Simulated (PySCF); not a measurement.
```xyz
4
charge 0 multiplicity 1, angstrom
Nb    0.0000    0.0000   -0.3212
O     1.4011    0.0000   -1.3081
O    -1.4011    0.0000   -1.3081
Cl    0.0000    0.0000    2.0529
```

Method: PySCF, B3LYP, basis Nb def2-SVP with ECP28, O def2-SVP, Cl def2-SVP (scalar-relativistic core potentials, no spin–orbit coupling, density fitting).

This geometry of NbO₂Cl is a stationary point at this level.

Task: What is the point group?

Result: C2v.

Task: Is it a minimum?

Result: No: it has 1 imaginary mode, at 83i cm⁻¹ (b1).

Task: Which band is strongest in the infrared?

Result: 984 cm⁻¹ (b2), 237 km/mol.

Task: What are the dipole moment and the gap between the highest occupied and lowest empty levels?

Result: 1.13 D and 4.16 eV.

Task: Give the atomic charges and bond orders.

Result: 
| atom | Mulliken | Löwdin | polar tensor | Mayer order to Nb1 |
| --- | --- | --- | --- | --- |
| Nb1 | 0.94 | 0.20 | 2.23 | – |
| O2,3 | -0.33 | -0.13 | -0.81 | 2.28 |
| Cl4 | -0.28 | 0.06 | -0.60 | 1.17 |

Only a few start shapes were tried, so a lower isomer may exist. At this level a singlet minimum of Cs symmetry lies 10 kJ/mol below this structure.
